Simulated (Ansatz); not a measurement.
## TlH in a box, plane waves

Ansatz 0.2.0, DFT PBE, spin-orbit coupling, plane waves, PAW, molecule in a box. The geometry was relaxed with Gaussian bases (PBE; Tl def2-SVP with ECP60, H def2-SVP).

```yaml
crystal:
  lattice:
    - [9.0, 0.0, 0.0]
    - [0.0, 9.0, 0.0]
    - [0.0, 0.0, 10.94]
  atoms:
    - { symbol: Tl, position: [0.5, 0.5, 0.41133455] }
    - { symbol: H, position: [0.5, 0.5, 0.58892596] }
basis:
  ecutwfc: 420
  ecutrho_ratio: 4
kpoints:
  mp_grid: { grid: [1, 1, 1] }
hamiltonian:
  xc: pbe
scf:
  occupations: { method: gaussian, width: 0.01 }
output:
  forces: true
  eigenvalues: true
  populations: true
  write_density: true
  write_potential: true
  elf: true
  volumetric_format: npy
magnetization:
  noncollinear: true
  spin_orbit: true
```

Command:
```sh
ansatz run input.yaml --threads 2 --pin off --max-ram 5120MiB --backend cpu --events-out ev --progress --plain --runs-dir out
```
It took 4.9 s on 2 threads of Arm Neoverse V1 (shared host), peak memory 1 GiB.

Q: How does the SCF go?

A: 
```
SCF iter   1: F=—  HF=-11495.016892 eV  |F-HF|=—  |Δ(HF+E_count)|=         —  Δρ=1.29e-2
preconditioner: auto → Resta (q_TF=auto, 1.367 Å⁻¹)  ε∞=1.2  [insulator: Δε(μ)=3.643 eV  Ē_g=11.959 eV  σ=0.010 eV  W_gap=1.00  n_
spin=Noncollinear: Resta preconditioning applied to the charge; magnetization (m_x, m_y, m_z) channels mix plain (no charge-respon
SCF iter   2: F=—  HF=-11494.298525 eV  |F-HF|=—  |Δ(HF+E_count)|=   7.18e-1  Δρ=5.88e-3
SCF iter   3: F=—  HF=-11494.112317 eV  |F-HF|=—  |Δ(HF+E_count)|=   1.86e-1  Δρ=1.54e-3
SCF iter   4: F=—  HF=-11494.109831 eV  |F-HF|=—  |Δ(HF+E_count)|=   2.49e-3  Δρ=3.66e-4
SCF iter   5: F=—  HF=-11494.109894 eV  |F-HF|=—  |Δ(HF+E_count)|=   6.32e-5  Δρ=1.52e-4
SCF iter   6: F=—  HF=-11494.109897 eV  |F-HF|=—  |Δ(HF+E_count)|=   2.36e-6  Δρ=2.67e-5
SCF iter   7: F=—  HF=-11494.109903 eV  |F-HF|=—  |Δ(HF+E_count)|=   6.31e-6  Δρ=9.12e-6
SCF iter   8: F=-11494.109903 eV  HF=-11494.109903 eV  |F-HF|=9.17e-9  |Δ(HF+E_count)|=   3.85e-7  Δρ=1.18e-6
```

Q: Which levels lie next to the highest filled one (eV, counted from it)?

A: Filled: -9.63, -9.63, -9.40, -9.40, -9.39, -9.39, -4.95, -4.95, 0.00, 0.00. Empty: 2.25, 2.25, 2.95, 2.95, 4.22, 4.22, 5.17, 5.17.

Q: What forces are left at this geometry, relaxed with Gaussian bases (eV/Å)?

A: 
```
Tl   0.00  0.00  0.25
H    0.00  0.00 -0.25
```

The highest of the empty levels listed lie near the vacuum level and may be states of the box.
